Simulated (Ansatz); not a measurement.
`CO/C=[N]/[GaH2]`, relaxed with RKS PBE0-D4/def2-TZVP in the Gaussian-basis code of Ansatz from a GFN2-xTB geometry. The force threshold is 0.005 eV/Å; the program also tests the step.

Total charge 0; spin multiplicity 1.

Start:

```xyz
11

C     0.980   -0.493   -1.011
O     1.340    0.796   -0.576
C     0.548    1.381    0.331
N    -0.494    0.953    0.878
Ga   -1.635   -0.483    0.984
H     1.732   -0.798   -1.735
H     0.957   -1.199   -0.166
H    -0.017   -0.483   -1.479
H     0.958    2.372    0.560
H    -2.736   -0.202    2.035
H    -1.633   -1.845    0.178
```

Q: By how much does the energy fall, and how many steps does the optimiser take? (Best estimate.)

A: Computed: 7.74 kcal/mol, in 31 steps, 2 of them rejected.

Q: Which bonds change most? (Estimate.)

A: Computed: N4–Ga5 from 1.837 to 1.810 Å; Ga5–H11 from 1.583 to 1.561 Å; Ga5–H10 from 1.548 to 1.561 Å; C1–O2 from 1.407 to 1.418 Å.

Q: Give the relaxed structure. (An estimate is asked.)

A: Computed: 
```xyz
11

C     1.585   -0.543   -0.978
O     1.412    0.799   -0.553
C     0.274    1.055    0.116
N    -0.609    0.220    0.379
Ga   -2.207   -0.181    1.129
H     2.542   -0.573   -1.495
H     1.593   -1.222   -0.123
H     0.779   -0.843   -1.651
H     0.270    2.118    0.382
H    -2.180   -0.712    2.597
H    -3.457   -0.117    0.197
```
